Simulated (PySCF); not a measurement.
Predicted microwave data (PBE0/def2-SVPD in PySCF (dipole) on a GFN2-xTB geometry, gas phase) for one isomer of C7H7N:

* Rotational constants: A = 7190, B = 830.1, C = 775.4 MHz
* Dipole components: |μa| = 3.21 D, |μb| = 2.76 D, |μc| = 0.04 D
* Inertial defect: -27.38 u·Å²
* κ: -0.98

Problem. Which candidate fits, each taken in the one conformer that was computed?
A. `[CH2:1]=[CH:2][C:3](=[CH2:4])/[CH:5]=[CH:6]/[C:7]#[N:8]` with C1–C2–C3–C4 147°, C2–C3–C5–C6 -25°
B. `[CH2:1]=[C:2]=[CH:3][CH2:4]/[CH:5]=[CH:6]\[C:7]#[N:8]` with C2–C3–C4–C5 106°, C3–C4–C5–C6 113°
C. `C=C1C[C@H](C#N)C1=C`
D. `C#CCC#C/C=N\C`
E. `[CH2:1]=[CH:2]/[CH:3]=[CH:4]/[CH:5]=[CH:6]\[C:7]#[N:8]` with C1–C2–C3–C4 180°, C3–C4–C5–C6 180°
F. `C1[C@@]2(C#N)[C@@H]1CC=C2`

Solution. B. It is C=C=CC/C=C\C#N, a near-prolate asymmetric top, point group C1. The candidates at the same level (rigid rotor, commonest isotopes):

| SMILES | A (MHz) | B (MHz) | C (MHz) | μa (D) | μb (D) | μc (D) | Δ (u·Å²) | point group | rotor |
| --- | --- | --- | --- | --- | --- | --- | --- | --- | --- |
| C=C1C[C@H](C#N)C1=C | 3736 | 1626 | 1276 | 3.62 | 0.14 | 1.91 | -50.14 | C1 | asymmetric top |
| N#C[C@@]12C=CC[C@@H]1C2 | 4497 | 1752 | 1509 | 4.51 | 0.93 | 0.69 | -66.02 | C1 | asymmetric top |
| C#CCC#C/C=N\C | 7622 | 766.5 | 702.7 | 1.68 | 1.61 | 0.01 | -6.38 | near Cs | near-prolate asymmetric top |
| C=C/C=C/C=C\C#N | 6341 | 811.2 | 719.2 | 3.41 | 3.15 | 0.00 | 0.00 | Cs | near-prolate asymmetric top |
| C=CC(=C)/C=C/C#N | 4064 | 1160 | 922.3 | 4.77 | 0.03 | 0.30 | -11.95 | C1 | asymmetric top |
| C=C=CC/C=C\C#N | 7190 | 830.1 | 775.4 | 3.21 | 2.76 | 0.04 | -27.38 | C1 | near-prolate asymmetric top |

`N#C[C@@]12C=CC[C@@H]1C2` has B 111 % too high; `C=C1C[C@H](C#N)C1=C` has B 96 % too high; `C=CC(=C)/C=C/C#N` has A 43 % too low; `C#CCC#C/C=N\C` has C 9 % too low; `C=C/C=C/C=C\C#N` has A 12 % too low. No structure here is proved a minimum.
